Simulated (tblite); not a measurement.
Isomers of C7H3ClOS. Computed with GFN2-xTB (tblite): harmonic, unscaled wavenumbers at the GFN2-xTB geometry, gas phase. Against measured fundamentals such values can be off by several per cent, at times by over 20. One conformer each.

Electronic energies: GFN2-xTB at the same geometries; isomer energies are rough at this level and their order can be wrong.

| SMILES | electronic energy, lowest = 0 (kcal/mol) |
| --- | --- |
| C#Cc1ccsc1C(=O)Cl | 0.5 |
| C#Cc1csc(C(=O)Cl)c1 | 1.4 |
| C#Cc1ccc(C(=O)Cl)s1 | 0.0 |

Q: How do GFN2-xTB zero-point energies change the relative energies?

A: 
```tsv
SMILES	ZPE (kcal/mol)	of it from modes above 1550 cm⁻¹	electronic (kcal/mol)	with ZPE, lowest = 0 (kcal/mol)	lowest mode (cm⁻¹)	rings
C#Cc1ccc(C(=O)Cl)s1	46.3	19.6	0.0	0.0	49	1
C#Cc1ccsc1C(=O)Cl	46.3	19.6	0.5	0.5	49	1
C#Cc1csc(C(=O)Cl)c1	46.2	19.7	1.4	1.3	49	1
```

The zero-point energies span 0.1 kcal/mol, from `C#Cc1csc(C(=O)Cl)c1` to `C#Cc1ccsc1C(=O)Cl`. The order is unchanged.

Q: What do entropy and thermal enthalpy add at 298.15 K and 1 bar (rigid rotor, harmonic oscillator, one conformer each)?

A: 
| SMILES | point group | symmetry number | S (cal/(mol K)) | H − H(0) (kcal/mol) | ZPE + H − H(0) − TS (kcal/mol) |
| --- | --- | --- | --- | --- | --- |
| C#Cc1ccc(C(=O)Cl)s1 | Cs | 1 | 98.7 | 6.66 | 23.5 |
| C#Cc1ccsc1C(=O)Cl | Cs | 1 | 98.3 | 6.65 | 23.6 |
| C#Cc1csc(C(=O)Cl)c1 | Cs | 1 | 98.7 | 6.65 | 23.5 |
